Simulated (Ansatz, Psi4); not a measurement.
Here is a job for Ansatz (an electronic-structure program).
Ansatz 0.2 input:
```yaml
crystal:
  periodic: [false, false, false]
  atoms:
    - {symbol: Cr, position_ang: [0.05209847, -0.00918190, 0.01711959]}
    - {symbol: O, position_ang: [1.23511899, -0.33445517, -0.92728600]}
    - {symbol: O, position_ang: [0.50205912, 0.02829272, 1.49812372]}
    - {symbol: F, position_ang: [-0.56708148, 1.48699299, -0.39379254]}
    - {symbol: F, position_ang: [-1.11600608, -1.19036352, -0.15927100]}
basis:
  gaussian:
    orbitals: def2-SVPD
hamiltonian:
  xc: {name: wB97M-V}
accuracy: high
```

Problem. Write the same job for Psi4.

Solution. This is not unique; one that fits is 
```
memory 2 GB

molecule {
0 1
  Cr    0.05209847   -0.00918190    0.01711959
  O     1.23511899   -0.33445517   -0.92728600
  O     0.50205912    0.02829272    1.49812372
  F    -0.56708148    1.48699299   -0.39379254
  F    -1.11600608   -1.19036352   -0.15927100
}

set basis def2-svpd
set scf_type pk
set puream true
set d_convergence 1e-8
set dft_radial_points 99
set dft_spherical_points 590

energy('wb97m-v')
print_variables()
```

Both were run: Ansatz gave -1394.098434 Eh and Psi4 -1394.098449 Eh, 0.015 mEh apart.
